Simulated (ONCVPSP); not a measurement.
Before and after: ONCV potential for antimony (Sb)

Sb (Z = 51), optimised norm-conserving Vanderbilt (ONCV), made with ONCVPSP 4.0.1 (PBE, fully relativistic). Core [Ar] 3d10 4s2, reference 4p6 4d10 5s2 5p1.5 (charge +1.5). Waves: 5s: rc 1.80 bohr, ncon 4, nbas 8, qcut 3.4 1/bohr, 2 projectors, debl 0.5 Ha; 4p+5p: rc 1.20 bohr, ncon 5, nbas 10, qcut 9.1 1/bohr, 2 projectors; 4d: rc 1.35 bohr, ncon 3, nbas 8, qcut 9.5 1/bohr, 2 projectors, debl 1.6 Ha; f scattering state at 0.21 Ha: rc 1.35 bohr, ncon 4, nbas 7, qcut 9.2 1/bohr, 2 projectors, debl 1.4 Ha. Local part: polynomial inside 0.85 bohr (lpopt 5, dvloc0 0 Ha). Core correction: polynomial model core, fcfact 0.15.

Open shells are filled in proportion to 2j + 1.

In the s channel the program set the typed energies aside and used -0.916, 0.250 Ha. In the d channel the program set the typed energies aside and used -1.700, 0.250 Ha (j = l + 1/2; the other j can differ).

Change: core correction Teter function, fcfact 3, rcfact 1.6.

Cutoffs: the cutoffs (Ha) at which the residual kinetic energy of the hardest occupied pseudo-wave falls to 1 and 0.1 mHa per electron; they do not see the model core or the augmentation charge, which bear on the density cutoff. Errors are all-electron minus pseudo energies relative to the spin-unpolarised reference configuration.

Task: How do hardness, ghosts and transferability respond?

Result: The potential gets neither clearly harder nor softer (38 Ha and 162 Ha → 38 Ha and 162 Ha); both files keep a bound ghost (s); of the 4 tests that both files solve, the error grows in 1 and shrinks in 1 by more than 15 % and 0.3 meV (median size 0.8 → 0.9 meV). A model core, the more so a compact one, raises the density cutoff, which this test does not measure.

| quantity | base | changed |
| --- | --- | --- |
| cutoff, loose | 38 Ha | 38 Ha |
| cutoff, tight | 162 Ha | 162 Ha |
| bound ghosts | s | s |
| GHOST(+) flags under 300 eV | s at 62.6 eV | s at 62.6 eV |
| error for 4p6 4d10 5s2 5p3, meV [ΔE -15.32 eV] | -1.6 | -1.3 |
| error for 4p6 4d10 5s2 5p2, meV [ΔE -6.98 eV] | -0.4 | -0.4 |
| error for 4p6 4d10 5s2 5p1, meV [ΔE 9.01 eV] | +0.1 | +0.2 |
| error for 4p6 4d10 5s1 5p0, meV [ΔE 77.74 eV] | +1.1 | +13 |
| s: phases at 1.83 bohr within 0.05 rad from the reference energy up to (Ha; the scan ends near 5) | 2.2 | 2.2 |
| p3/2: phases at 1.22 bohr within 0.05 rad from the reference energy up to (Ha; the scan ends near 5) | to the end of the scan | to the end of the scan |
| p1/2: phases at 1.22 bohr within 0.05 rad from the reference energy up to (Ha; the scan ends near 5) | to the end of the scan | to the end of the scan |
| d5/2: phases at 1.37 bohr within 0.05 rad from the reference energy up to (Ha; the scan ends near 5) | to the end of the scan | to the end of the scan |
| d3/2: phases at 1.37 bohr within 0.05 rad from the reference energy up to (Ha; the scan ends near 5) | to the end of the scan | to the end of the scan |
| f7/2: phases at 1.37 bohr within 0.05 rad from the reference energy up to (Ha; the scan ends near 5) | to the end of the scan | to the end of the scan |
| f5/2: phases at 1.37 bohr within 0.05 rad from the reference energy up to (Ha; the scan ends near 5) | to the end of the scan | to the end of the scan |
| rms error of d²Exc/dni dnj with the model core, mHa | 3.58 | 4.48 |

 A true bound ghost makes a file unfit for plane-wave use even where its test errors are small: the radial tests pick states by their node count and pass the ghost by.
